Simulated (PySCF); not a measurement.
Species: C3H6O2Si.
SMILES with atom numbers: `[CH2:1]=[C:2]1[CH2:3][Si@@H:4]([OH:5])[O:6]1`

Structure used (GFN2-xTB), in Å, numbered top down from 1:
```
atom  x, y, z in Å
C1     1.9642    0.9382    0.1331
C2     0.7862    0.3690   -0.0087
C3     0.2093   -0.9238    0.5021
Si4   -1.2968   -0.4042   -0.5566
O5    -2.7453   -0.0338    0.0588
O6    -0.2682    0.9058   -0.7375
H7     2.1937    1.8818   -0.3275
H8     2.7298    0.4652    0.7200
H9     0.7839   -1.7984    0.2113
H10    0.0968   -0.9339    1.5845
H11   -1.5946   -1.1150   -1.7792
H12   -2.8577    0.6484    0.7178
```

Probes without a nucleus sit at each ring's centroid and 1 Å off its mean plane on both sides; NICS is minus the shielding there, NICSzz its component along the normal. Level: GIAO PBE0/pcSseg-1 (PySCF, non-relativistic, gas phase) on the GFN2-xTB geometry, one conformer.

Ring bond lengths (Å), with Mayer bond orders in brackets: C2–C3 1.505 (0.94), C3–Si4 1.913 (0.89), Si4–O6 1.675 (0.97), O6–C2 1.390 (0.92).

Q: What do the NICS probes read (ppm)?

A: 
| ring | type | NICS(0) | NICS(1), two faces | NICS(1)zz, two faces | rms pucker (Å) | centre to ring atoms, mean (Å) |
| --- | --- | --- | --- | --- | --- | --- |
| C2–C3–Si4–O6 | 4-membered ring with O and Si; formal bonds all single | -2.1 | -1.9 / -2.5 | 1.1 / -1.1 | 0.03 | 1.14 |

Q: What do they say, and how far can they be read as aromaticity?

A: 
- C2–C3–Si4–O6: mean NICS(1)zz 0.0 ppm, near zero. C3, Si4 have four or more neighbours, so the value isn't read as a sign of a π ring current.

Q: At the second NICS(1) probe listed for ring C2–C3–Si4–O6, 1 Å off the ring, how large is the induced field along the normal in 9.4 T applied along it?

A: NICSzz × B0 = -1.1 ppm × 9.4 T = -10 μT, against the applied field.

Q: What are the shieldings of the ring atoms and their hydrogens in the same run (means over atoms taken as equivalent)?

A: 
```json
{"atoms": "C2", "environment": "vinylic carbon bearing oxygen", "σ isotropic (ppm)": "23.0", "principal values of the symmetric part, first atom (ppm)": "-81.7, 48.7, 101.9"}
{"atoms": "C3", "environment": "sp3 carbon bound to silicon", "σ isotropic (ppm)": "156.2", "principal values of the symmetric part, first atom (ppm)": "122.7, 161.0, 184.9"}
{"atoms": "Si4", "environment": "oxygen-bound silicon", "σ isotropic (ppm)": "359.9", "principal values of the symmetric part, first atom (ppm)": "331.9, 354.5, 393.2"}
{"atoms": "O6", "environment": "silyl ether oxygen", "σ isotropic (ppm)": "101.4", "principal values of the symmetric part, first atom (ppm)": "-10.4, 136.3, 178.3"}
{"atoms": "H9", "environment": "methylene hydrogen", "σ isotropic (ppm)": "29.33", "principal values of the symmetric part, first atom (ppm)": "26.1, 27.7, 34.1"}
{"atoms": "H10", "environment": "methylene hydrogen", "σ isotropic (ppm)": "29.24", "principal values of the symmetric part, first atom (ppm)": "26.5, 27.5, 33.7"}
{"atoms": "H11", "environment": "Si–H hydrogen", "σ isotropic (ppm)": "26.66", "principal values of the symmetric part, first atom (ppm)": "22.7, 24.9, 32.4"}
```
